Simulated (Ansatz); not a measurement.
System: C2H9OSi2 (charge -1, singlet). It need not be the lowest isomer of its formula. Whether it binds its extra electron was not tested at this geometry. 
Geometry from a B3LYP-D3(BJ)/def2-TZVP (Ansatz, a first-principles code) optimisation:
```
Si
O 1 1.7307
Si 2 1.6268 1 120.84
C 1 1.7493 2 115.87 3 0.74
H 4 1.0856 1 122.81 2 86.49
H 4 1.0865 5 114.64 1 175.08
H 3 1.4878 2 116.26 1 -64.34
H 3 1.4883 7 107.69 2 -132.45
H 3 1.5016 7 105.13 8 -111.56
H 1 1.5035 2 100.14 3 125.13
C 1 1.8998 10 107.76 2 -104.90
H 11 1.0928 1 111.15 10 -58.06
H 11 1.0937 12 108.75 1 -123.49
H 11 1.0947 12 107.73 13 -116.55
```
Charge -1, spin multiplicity 1.

Basis-set convergence of Hartree-Fock and MP2 correlation energies (hartree) with Ansatz. Correlated levels leave the core frozen unless marked. No spin-orbit coupling. Non-relativistic.

```
basis            functions       E(HF)  E(corr, MP2)
---------------  ---------  ----------  ------------
aug-cc-pV(D+d)Z        214  -733.78914      -0.73810
aug-cc-pV(T+d)Z        455           ?             ?
```

Question: Some entries are withheld; supply them.

Answer: 
- aug-cc-pV(T+d)Z, E(HF): -733.86435
- aug-cc-pV(T+d)Z, E(corr, MP2): -0.88423
